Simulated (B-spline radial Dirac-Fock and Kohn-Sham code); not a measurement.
**Sb⁴⁺ 4s: cross section and angular parameters**

System: antimony as Sb⁴⁺ in the configuration [Kr] 4d10 5s1; threshold 203.0 eV (orbital energy of the model). Model: Dirac-Hartree-Slater photoionisation with a Latter tail; cross sections with all multipoles, angular parameters from the dipole term and its interference with E2. Program: a radial atomic solver.

Input file task.json (cfg lists n, l and occupation; rrms is the nuclear radius in fm):

```json
{"items": [{
  "Z": 51,
  "q": 4,
  "cfg": [[1, 0, 2], [2, 0, 2], [2, 1, 6], [3, 0, 2], [3, 1, 6], [3, 2, 10], [4, 0, 2], [4, 1, 6], [4, 2, 10], [5, 0, 1]],
  "A": 121,
  "rrms": 4.6802,
  "do": "xps",
  "hv": [80, 115.0, 160.0, 192.0, 203.0, 294.0, 327.0, 517.0, 795.0, 800, 911.0, 982.0, 983.0, 1000, 1290.0, 2000, 2230.0, 2550.0, 2984.4, 3060.0, 4960.0, 5414.7, 6410.0, 6560.0, 10000.0, 11000.0, 12000, 13600.0, 15000]
}]}
```

Launch: `python xray2_run.py task.json out`

For linearly polarised light dσ/dΩ = σ/(4π) [1 + β P₂(cos θ) + (δ + γ cos²θ) sin θ cos φ], with θ from the polarisation vector and φ the angle between the beam and the projection of the electron momentum on the plane normal to the polarisation.

```
hν (eV)  σ (kb)      β       γ
    294     120  1.970   0.352
    327     107  1.973   0.365
    517    61.1  1.981   0.352
    795    32.6  1.985   0.269
    800    32.3  1.985   0.267
    911    26.3  1.986   0.231
    982    23.3  1.987   0.209
    983    23.3  1.987   0.209
   1000    22.7  1.987   0.203
   1290    14.8  1.988   0.120
   2000       ?      ?       ?
   2230    5.65  1.990  -0.047
   2550    4.42  1.991  -0.076
 2984.4    3.30  1.991  -0.097
   3060    3.15  1.991  -0.099
   4960    1.25  1.992  -0.046
 5414.7    1.05  1.992  -0.013
   6410   0.746  1.992   0.074
   6560   0.711  1.992   0.088
  10000   0.295  1.991   0.457
  11000   0.240  1.991   0.569
  12000   0.199  1.991   0.681
  13600   0.151  1.991   0.858
  15000   0.121  1.991   1.010
```

Question: Give the values at 2000 eV.

Answer: σ = 6.88 kb, β = 1.990, γ = -0.019. For an s subshell δ is negligible.

Values without a named source are computed, but for edge energies of neutral atoms, which are taken from tables.
